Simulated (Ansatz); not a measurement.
Species: B₂H₃, charge 0, multiplicity 2. It need not be the lowest isomer of its formula. 
Structure (B3LYP-D3(BJ)/def2-TZVP (Ansatz, a program for electronic structure) minimum search):
```
B
H 1 1.1953
H 1 1.1953 2 118.30
B 1 1.5608 2 120.85 3 180.00
H 4 1.1764 3 154.73 1 -180.00
```
Charge 0, spin multiplicity 2.

Atomisation energy built up term by term with Ansatz (kcal/mol; UHF references for open shells; valence terms freeze the core; atomic spin-orbit terms are left out). Basis-set limits of correlation are two-point, X^-3; Hartree-Fock from the larger set.

```json
[
 {"term": "Hartree-Fock", "basis": "def2-QZVPPD", "kcal/mol": "296.66"},
 {"term": "CCSD correlation", "basis": "CBS(def2-TZVPPD,def2-QZVPPD)", "kcal/mol": "57.77"},
 {"term": "(T)", "basis": "CBS(def2-TZVPPD,def2-QZVPPD)", "kcal/mol": "3.01"},
 {"term": "CCSDT - CCSD(T)", "basis": "cc-pVDZ", "kcal/mol": "0.19"},
 {"term": "(Q)", "basis": "cc-pVDZ", "kcal/mol": "0.12"},
 {"term": "core correlation", "basis": "cc-pwCVTZ", "kcal/mol": "2.08"},
 {"term": "scalar relativity (X2C)", "basis": "cc-pVTZ-DK against cc-pVTZ", "kcal/mol": "-0.13"},
 {"term": "sum: De", "basis": "", "kcal/mol": "359.7"}
]
```

(T) makes 0.8 % of the CCSD(T) atomisation energy; under 5 % is typical of single-reference molecules.
